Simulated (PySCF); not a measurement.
PySCF input file for OP, SMILES O=[P], multiplicity 2, TDA-ωB97X/def2-TZVPD. The structure is a stationary point at B3LYP-D3(BJ)/def2-TZVPD.

```python
import numpy as np
from pyscf import gto, scf, dft, tdscf

mol = gto.M(
    atom='''
    P     0.00000000    0.00000000   -0.51461405
    O     0.00000000    0.00000000    0.96490134
    ''',
    basis='def2-TZVPD',
    charge=0,
    spin=1,
    max_memory=1600,
    verbose=4,
)
mf = dft.UKS(mol, xc='wb97x').density_fit(auxbasis='def2-universal-jkfit')
mf.grids.level = 3
mf.conv_tol = 1e-9
mf.max_cycle = 100
mf.kernel()
fine, coarse = mf.grids, dft.Grids(mol).set(level=1).build(with_non0tab=True)
for _ in range(3):  # follow internal instabilities
    mf.grids = coarse
    mo, _, stable, _ = mf.stability(return_status=True, nroots=4)
    mf.grids = fine
    if stable:
        break
    mf.kernel(mf.make_rdm1(mo, mf.mo_occ))
mf.grids = dft.Grids(mol).set(level=1).build(with_non0tab=True)  # coarser grid for the response kernel
td = tdscf.TDA(mf)
td.nstates = 10
td.conv_tol = 1e-4
td.kernel(x0=td.get_init_guess(mf, 15))
td.analyze()
```

Log of the run:

```
PySCF version 2.14.0

[INPUT] verbose = 4
[INPUT] num. atoms = 2
[INPUT] num. electrons = 23
[INPUT] charge = 0
[INPUT] spin (= nelec alpha-beta = 2S) = 1
[INPUT] symmetry False subgroup None
[INPUT] Mole.unit = angstrom
[INPUT] Symbol           X                Y                Z      unit          X                Y                Z       unit  Magmom
[INPUT]  1 P      0.000000000000   0.000000000000  -0.514614050000 AA    0.000000000000   0.000000000000  -0.972479614353 Bohr   0.0
[INPUT]  2 O      0.000000000000   0.000000000000   0.964901340000 AA    0.000000000000   0.000000000000   1.823399269826 Bohr   0.0

nuclear repulsion = 42.9203141377259
number of shells = 29
number of NR pGTOs = 124
number of NR cGTOs = 83
basis = def2-TZVPD
ecp = {}


[settings echo left out]
init E= -416.539530617551

WARN: alpha nocc = 12  HOMO -0.139576210264252 >= LUMO -0.13957621026425

  beta  nocc = 11  HOMO = -0.444225622771583  LUMO = -0.139576210264252

WARN: HOMO -0.139576210264252 >= LUMO -0.139576210264252

cycle= 1 E= -416.426854842394  delta_E= 0.113  |g|= 0.562  |ddm|= 0.922
  alpha nocc = 12  HOMO = -0.207004873286131  LUMO = -0.0102324884454567
  beta  nocc = 11  HOMO = -0.332129100990329  LUMO = -0.0297323251358165
  HOMO = -0.207004873286  LUMO = -0.0297323251358  gap/eV = 4.82383
cycle= 2 E= -416.150898834712  delta_E= 0.276  |g|= 1.03  |ddm|= 0.774
  alpha nocc = 12  HOMO = -0.300182578161206  LUMO = -0.0231477821310147
  beta  nocc = 11  HOMO = -0.477863035616672  LUMO = -0.0466028578160083
  HOMO = -0.300182578161  LUMO = -0.046602857816  gap/eV = 6.90026
cycle= 3 E= -416.557074811568  delta_E= -0.406  |g|= 0.032  |ddm|= 0.484
  alpha nocc = 12  HOMO = -0.297953308054403  LUMO = -0.00855599129868588
  beta  nocc = 11  HOMO = -0.471749272171701  LUMO = -0.0323720760528801
  HOMO = -0.297953308054  LUMO = -0.0323720760529  gap/eV = 7.22683
cycle= 4 E= -416.557731283101  delta_E= -0.000656  |g|= 0.0116  |ddm|= 0.0441
  alpha nocc = 12  HOMO = -0.300263165467285  LUMO = -0.00785912659959952
  beta  nocc = 11  HOMO = -0.475611798456127  LUMO = -0.0324445222355731
  HOMO = -0.300263165467  LUMO = -0.0324445222356  gap/eV = 7.28772
cycle= 5 E= -416.557825101643  delta_E= -9.38e-05  |g|= 0.00278  |ddm|= 0.0113
  alpha nocc = 12  HOMO = -0.300225783254866  LUMO = -0.00718544513378137
  beta  nocc = 11  HOMO = -0.475062194060792  LUMO = -0.0321278766528854
  HOMO = -0.300225783255  LUMO = -0.0321278766529  gap/eV = 7.29532
cycle= 6 E= -416.557836774902  delta_E= -1.17e-05  |g|= 0.000999  |ddm|= 0.00564
  alpha nocc = 12  HOMO = -0.300459146653139  LUMO = -0.0072338518914934
  beta  nocc = 11  HOMO = -0.474995119118987  LUMO = -0.0322815285102946
  HOMO = -0.300459146653  LUMO = -0.0322815285103  gap/eV = 7.29748
cycle= 7 E= -416.557838292789  delta_E= -1.52e-06  |g|= 0.000375  |ddm|= 0.00188
  alpha nocc = 12  HOMO = -0.300483442027677  LUMO = -0.00721711700667262
  beta  nocc = 11  HOMO = -0.47501631299872  LUMO = -0.0322778191726875
  HOMO = -0.300483442028  LUMO = -0.0322778191727  gap/eV = 7.29825
cycle= 8 E= -416.557838601671  delta_E= -3.09e-07  |g|= 0.000145  |ddm|= 0.000807
  alpha nocc = 12  HOMO = -0.30046819015147  LUMO = -0.0071993997849627
  beta  nocc = 11  HOMO = -0.475058634047883  LUMO = -0.0322524803004632
  HOMO = -0.300468190151  LUMO = -0.0322524803005  gap/eV = 7.29852
cycle= 9 E= -416.557838670918  delta_E= -6.92e-08  |g|= 4.73e-05  |ddm|= 0.00038
  alpha nocc = 12  HOMO = -0.300474925678124  LUMO = -0.00720978437678243
  beta  nocc = 11  HOMO = -0.475071297903088  LUMO = -0.0322593075475808
  HOMO = -0.300474925678  LUMO = -0.0322593075476  gap/eV = 7.29852
cycle= 10 E= -416.557838677625  delta_E= -6.71e-09  |g|= 1.37e-05  |ddm|= 0.000118
  alpha nocc = 12  HOMO = -0.300473321411623  LUMO = -0.00720894869132287
  beta  nocc = 11  HOMO = -0.475072430957093  LUMO = -0.0322572337632023
  HOMO = -0.300473321412  LUMO = -0.0322572337632  gap/eV = 7.29853
cycle= 11 E= -416.557838678173  delta_E= -5.48e-10  |g|= 3.71e-06  |ddm|= 3.94e-05
  alpha nocc = 12  HOMO = -0.300473679832535  LUMO = -0.00720915295496473
  beta  nocc = 11  HOMO = -0.475073229965925  LUMO = -0.0322576125641321
  HOMO = -0.300473679833  LUMO = -0.0322576125641  gap/eV = 7.29853
Extra cycle  E= -416.557838678202  delta_E= -2.93e-11  |g|= 2.18e-06  |ddm|= 6.64e-06
converged SCF energy = -416.557838678202  <S^2> = 0.75576881  2S+1 = 2.0057605
tot grids = 11592
uhf_internal: lowest eigs of H = [2.19312453e-06 2.17417804e-01 2.70777481e-01 2.97361168e-01]
<class 'pyscf.df.df_jk.DFUKS'> wavefunction is stable in the internal stability analysis
tot grids = 11592


******** <class 'pyscf.tdscf.uks.TDA'> for <class 'pyscf.df.df_jk.DFUKS'> ********
nstates = 10
deg_eia_thresh = 1.000e-03
wfnsym = None
conv_tol = 0.0001
eigh lindep = 1e-12
eigh level_shift = 0
eigh max_cycle = 100


Excitation energies (eV)
[0.06175779 4.16754589 4.64919388 4.71091005 4.91368623 5.67698012
 5.75204103 5.87749211 6.10217826 6.16299025]

** Excitation energies and oscillator strengths **
Excited State   1:      0.06176 eV  20075.88 nm  f=0.0000
      12a ->   13a     -0.99489
Excited State   2:      4.16755 eV    297.50 nm  f=0.0043
      12a ->   14a     -0.78578
      12a ->   15a     -0.55932
      12a ->   18a     -0.16922
      12a ->   23a      0.17546
Excited State   3:      4.64919 eV    266.68 nm  f=0.0000
      10a ->   13a      0.74011
      10a ->   22a      0.10068
       9b ->   12b     -0.63073
      11b ->   13b     -0.14276
Excited State   4:      4.71091 eV    263.19 nm  f=0.0002
      11a ->   13a      0.61989
      10b ->   12b     -0.75668
Excited State   5:      4.91369 eV    252.32 nm  f=0.0000
       9a ->   13a     -0.24579
      11b ->   12b      0.95451
      11b ->   21b      0.11308
Excited State   6:      5.67698 eV    218.40 nm  f=0.0654
      12a ->   14a     -0.53169
      12a ->   15a      0.76700
      12a ->   18a     -0.20770
      10b ->   13b     -0.24580
Excited State   7:      5.75204 eV    215.55 nm  f=0.0002
      10a ->   13a     -0.24832
       9b ->   12b     -0.48247
      11b ->   13b      0.82232
      11b ->   22b      0.11405
Excited State   8:      5.87749 eV    210.95 nm  f=0.0000
       9a ->   13a      0.86270
       9b ->   13b     -0.40092
      11b ->   12b      0.25981
Excited State   9:      6.10218 eV    203.18 nm  f=0.0171
      11a ->   13a      0.76146
      12a ->   19a      0.19249
      10b ->   12b      0.59304
Excited State  10:      6.16299 eV    201.18 nm  f=0.0010
      12a ->   14a      0.10322
      12a ->   15a     -0.21947
      12a ->   20a      0.26517
      10b ->   13b     -0.91518

** Transition electric dipole moments (AU) **
state          X           Y           Z        Dip. S.      Osc.
  1        -0.0000     -0.0000      0.0000      0.0000      0.0000
  2        -0.1715     -0.1135      0.0000      0.0423      0.0043
  3         0.0000      0.0000      0.0121      0.0001      0.0000
  4         0.0212     -0.0321      0.0000      0.0015      0.0002
  5        -0.0000     -0.0000      0.0000      0.0000      0.0000
  6        -0.5718     -0.3785      0.0000      0.4702      0.0654
  7        -0.0000     -0.0000     -0.0407      0.0017      0.0002
  8        -0.0000     -0.0000      0.0000      0.0000      0.0000
  9        -0.1869      0.2823      0.0000      0.1146      0.0171
 10        -0.0686     -0.0453     -0.0000      0.0068      0.0010

** Transition velocity dipole moments (imaginary part, AU) **
state          X           Y           Z        Dip. S.      Osc.
  1         0.0000      0.0000     -0.0000      0.0000      0.0000
  2         0.0184      0.0122      0.0000      0.0005      0.0021
  3        -0.0000     -0.0000      0.0054      0.0000      0.0001
  4        -0.0063      0.0096      0.0000      0.0001      0.0005
  5        -0.0000     -0.0000      0.0000      0.0000      0.0000
  6        -0.1271     -0.0841      0.0000      0.0232      0.0742
  7        -0.0000     -0.0000     -0.0114      0.0001      0.0004
  8        -0.0000     -0.0000      0.0000      0.0000      0.0000
  9        -0.0039      0.0058     -0.0000      0.0000      0.0001
 10         0.0269      0.0178     -0.0000      0.0010      0.0031

** Transition magnetic dipole moments (imaginary part, AU) **
state          X           Y           Z
  1        -0.0000      0.0000      1.0031
  2         0.5264     -0.7952      0.0000
  3        -0.0000      0.0000      0.0000
  4         0.0445      0.0294     -0.0000
  5         0.0000     -0.0000      0.0155
  6         0.2428     -0.3668      0.0000
  7         0.0000     -0.0000     -0.0000
  8         0.0000      0.0000     -0.0036
  9        -0.9836     -0.6511     -0.0000
 10         0.3840     -0.5804      0.0000
```

Self-consistency was reached.
